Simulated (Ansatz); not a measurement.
GaH$_{6}$P (`[PH3+][GaH3-]`), relaxed with RKS PBE0-D4/def2-TZVP in the Gaussian-basis code of Ansatz from a PBE-D4/def2-SVP geometry. The force threshold is 0.005 eV/Å; the program also tests the step.

Charge 0, multiplicity 1.

Start:

```xyz
8

P     0.623   -0.585    0.651
Ga   -0.852    0.799   -0.892
H     1.832   -0.021    1.167
H     1.172   -1.822    0.187
H     0.094   -1.065    1.891
H    -1.531    1.670    0.246
H    -1.662   -0.417   -1.508
H     0.324    1.440   -1.742
```

(1) How much energy does the relaxation release, and in how many steps? (An estimate is asked.)

(2) Which bonds change most? (Estimate.)

(3) Give the relaxed structure. (Best estimate.)

Results:

(1) The calculation gave: 2.33 kJ/mol, in 11 steps, 1 of them rejected.

(2) Ansatz gave: P1–Ga2 from 2.544 to 2.522 Å; P1–H4 from 1.431 to 1.410 Å; P1–H5 from 1.430 to 1.410 Å; P1–H3 from 1.430 to 1.410 Å.

(3) Computed: 
```xyz
8

P     0.622   -0.584    0.650
Ga   -0.840    0.789   -0.879
H     1.671    0.049    1.347
H     1.356   -1.663    0.116
H     0.034   -1.259    1.740
H    -1.374    1.785    0.219
H    -1.776   -0.391   -1.348
H     0.307    1.273   -1.846
```
